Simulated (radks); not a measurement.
The phosphorus anion P3-, [Ar], held by a Watson sphere: a shell of charge +3 at radius R that stands for the Madelung well of a crystal (potential energy -3/R inside, -3/r outside, in hartree with lengths in bohr). Method: non-relativistic Kohn-Sham, PBE, spin-unpolarised, spherical densities, point nucleus; computed with a radial shooting solver on a logarithmic mesh with Libxc functionals. Response by self-consistent Sternheimer equations with the Hartree and adiabatic LDA kernel. The sphere does not respond.

R (bohr)  e(2p) (eV)  e(3s) (eV)  e(3p) (eV)  <r> 3p (bohr)  sum of <r^2> (bohr^2)  X-ray form factor at sin(theta)/lambda = 0.1 1/angstrom  alpha (bohr^3)
2.36         -120.78     -15.325      -7.407          2.386                  51.60                                                   14.935           36.25
2.4          -120.77     -15.189      -7.322          2.402                  52.25                                                   14.906           37.29
2.78         -120.80     -14.000      -6.521          2.556                  58.48                                                   14.646           49.08
3.08         -120.82     -13.199      -5.923          2.675                  63.53                                                   14.456           61.16
3.22         -120.81     -12.865      -5.658          2.729                  65.94                                                   14.373           67.80
3.77         -120.71     -11.780      -4.729          2.939                  75.69                                                   14.077           101.5
